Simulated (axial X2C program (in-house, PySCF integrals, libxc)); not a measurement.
# PtC at several levels of theory

Calculated with an axial X2C code built on PySCF integrals. Spin-free means the one-electron spin-free X2C Hamiltonian; two-component (2c) means X2C with spin–orbit coupling and atomic mean-field two-electron Coulomb and Gaunt terms, so the difference of the two also holds small scalar two-electron terms. Basis: Pt dyall-cv3z [13s14p9d6f4g], C dyall-v3z [7s6p2d1f] (cores contracted in-house); Gaussian nuclei, density fitting, unrestricted open shells. Masses: Pt 194.965 u, C 12.000 u.

Input file and command:
```json
{"zs": [78, 6], "q": 0, "bas": ["dyall-cv3z", "dyall-v3z"], "levels": ["PBE0", "HF", "r2SCAN0"], "cc": true, "r0": 1.79, "thr": -2.0, "nmax": 90, "npts": 10, "nst": 2, "ntry": 6}
```
```bash
python so2c.py task.json out
```

Keys: zs atomic numbers; q charge; bas basis sets; levels methods; cc coupled cluster on or off; r0 starting distance in Å; thr threshold in hartree for freezing inner shells (an s shell follows its p shell); nmax most natural virtual spinors; npts points on the curve; nst determinants followed; ntry starts of the search. HF also brings MP2.

State, spin-free: M_S = 0, Λ = 0 (closed shell); electrons by block: σα: 16, σβ: 16, π+α: 8, π+β: 8, π-α: 8, π-β: 8, δ+α: 4, δ+β: 4, δ-α: 4, δ-β: 4, φ+α: 1, φ+β: 1, φ-α: 1, φ-β: 1. Fragments: Pt + C.

State, 2c: Ω = 0 (closed shell); electrons by block: 1/2: 24, -1/2: 24, 3/2: 12, -3/2: 12, 5/2: 5, -5/2: 5, 7/2: 1, -7/2: 1. Fragments: Pt + C.

```tsv
Hamiltonian	level	Re (Å)	ωe (cm⁻¹)	ωexe (cm⁻¹)	Be (cm⁻¹)	αe (cm⁻¹)	De (eV)	D0 (eV)	k (mdyn/Å)	μ (D)
spin-free	PBE0	1.660	1109.5	4.36	0.5415	0.00303	6.17	6.11	8.2	-1.28
spin-free	HF	1.663	1028.0	4.96	0.5395	0.00359	1.66	1.59	7.04	-1.98
spin-free	MP2	1.638	1301.6	n/a	0.5559	n/a	7.54	7.46	11.3	n/a
spin-free	r2SCAN0	1.654	1125.3	4.28	0.5454	0.00296	5.81	5.74	8.43	-1.35
2c	PBE0	1.663	1093.6	4.41	0.5391	0.00309	5.91	5.84	7.96	-1.36
2c	r2SCAN0	1.656	1112.0	4.32	0.5435	0.00301	n/a	n/a	8.24	-1.41
```

Correlated methods: 14 electrons correlated (number of frozen shells: Pt 5 s, 4 p, 2 d, 1 f; C 1 s), 264 virtual spin orbitals or spinors in MP2.

Dipoles are positive if C is the positive end.

The state is a single determinant with fixed occupations, the lowest that a limited PBE0 search found. The closed shell is kept restricted, so the energy runs too high when the bond is stretched far. De is counted from the lowest determinant-based energies of the atoms at the same level, without counterpoise correction. De is not given where an atomic determinant may have missed its ground term or J level, or where the truncated virtual space spoils (T). A 2c atom that is not at its ground J level misses part of its spin–orbit lowering, and De is too large by that part (0.04 eV or less for light atoms). This holds for PBE0. The functionals have no current-density term, which raises determinants with orbital currents, atoms included.

No reliable constants came from HF (2c), MP2 (2c): no minimum in range, unconverged points, a curve that is not smooth, a change of character along it, or the two Hamiltonians disagreeing along it.

Rough cost a point (2c) on 1 thread(s) of a shared host, integrals apart: PBE0 1.6 s, r2SCAN0 2.4 s.

The whole task took 3.5 min on 1 thread of AMD EPYC 7B13 (Zen 3), with other jobs on the host.
